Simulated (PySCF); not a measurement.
Compound: C9H8 (charge +1 and doublet state).
Structure used (GFN2-xTB), in Å, numbered top down from 1:
```
atom  x, y, z in Å
C1     4.902   -0.109    0.080
C2     3.868   -0.679    0.738
C3     2.550   -0.390    0.451
C4     1.367   -0.145    0.210
C5     0.096    0.122   -0.054
C6    -1.083    0.375   -0.307
C7    -2.410    0.649   -0.583
C8    -3.455   -0.479   -0.414
C9    -3.438    0.603    0.571
H10    5.920   -0.358    0.329
H11    4.745    0.609   -0.709
H12    4.038   -1.400    1.531
H13   -2.584    1.370   -1.373
H14   -4.214   -0.496   -1.181
H15   -3.075   -1.450   -0.133
H16   -4.186    1.381    0.526
H17   -3.047    0.409    1.559
```

The hyperfine couplings belong to this conformer and change with its torsions.

As a line formula: `[CH2+][CH]C#CC#CC1CC1` [radical] (charge +1).

Computed with PySCF, UKS B3LYP, pcH-1 on C H, non-relativistic, mean-field spin-orbit, GIAO. Isolated species at its GFN2-xTB geometry (one conformer only). The geometry wasn't refined by DFT: couplings that depend on bond lengths, twists or pyramidal angles can differ widely from those at the functional's own minimum, by a factor of two or more for some ions and for spin on atoms past the first row. No stability test was run, so a lower SCF solution isn't excluded.

(1) Where do the isotropic ENDOR lines of H10, H11, H14/H16, H13, H12 and H15/H17 fall at 343.0 mT, to first order?

(2) Which pairs are centred on the nuclear Larmor frequency, and which on half the coupling?

(3) At what field would the lower line of H11 fall to zero frequency?

## Answers

(1) For S = 1/2 in fast tumbling each set of equivalent nuclei gives two lines, ν± = |νn ± a/2| to first order, with νn = g_N μN B/h and μN/h = 7.62259 MHz/T.

```
 nuclei  isotope     g_N  νn (MHz)  a_iso (MHz)  lower line (MHz)  upper line (MHz)
    H10       1H  5.5857     14.60       -23.19              3.01             26.20
    H11       1H  5.5857     14.60       -22.47              3.37             25.84
H14/H16       1H  5.5857     14.60        13.84              7.69             21.52
    H13       1H  5.5857     14.60        -5.43             11.89             17.32
    H12       1H  5.5857     14.60         3.70             12.75             16.46
H15/H17       1H  5.5857     14.60        -1.14             14.03             15.18
```

(2) Centred on νn, since |a| < 2νn: H10, H11, H14/H16, H13, H12 and H15/H17. No pair has |a| > 2νn.

(3) Where νn = |a|/2, that is B = 11.23 MHz/(5.5857 × 7.62259 MHz/T) = 264 mT, as far as first order holds there.

Nuclei that the bonding pattern makes equivalent are averaged, as if the motion that swaps them (rotation, inversion, ring flip) were fast. H10 and H11 aren't averaged: C1 is flat or nearly so (angle sum 360°), and its turn about the short C1–C2 bond (1.35 Å) is taken as slow.

The SMILES draws the unpaired electron on C2; the largest computed Mulliken spin population is on C1 (0.36 against -0.07).
